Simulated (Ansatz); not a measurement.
Two spin states of BO+, each at its own minimum; 2S+1 = 1, 3, 5 were tried, and our sources give no spin for the ground state.

Each state is the lowest solution found for its spin in def2 and cc sets. The singlet is a restricted closed-shell determinant, which can mix singlet states where a π or δ shell is part-filled.

Frozen-core correlation.

The values were computed with Ansatz (Gaussian basis) for Hartree–Fock, density functionals and correlated methods. Each number belongs to the level named beside it.

```tsv
level	energy of the multiplicity-3 state above the multiplicity-1 state (kJ/mol)
PBE/def2-TZVPP	62.7
PBE0/def2-TZVPP	16.9
wB97X-V/def2-TZVPP	26.9
CCSD/def2-TZVPP	?
CCSD(T)/def2-TZVPP	?
```

Question: Complete the blanks.

Answer: 
- CCSD/def2-TZVPP, energy of the multiplicity-3 state above the multiplicity-1 state (kJ/mol): 23.1
- CCSD(T)/def2-TZVPP, energy of the multiplicity-3 state above the multiplicity-1 state (kJ/mol): 50.8

Doubts at one or more of the structures used: T1 above 0.05 (CCSD/def2-TZVPP, CCSD(T)/def2-TZVPP).

Ansatz is a first-principles code.
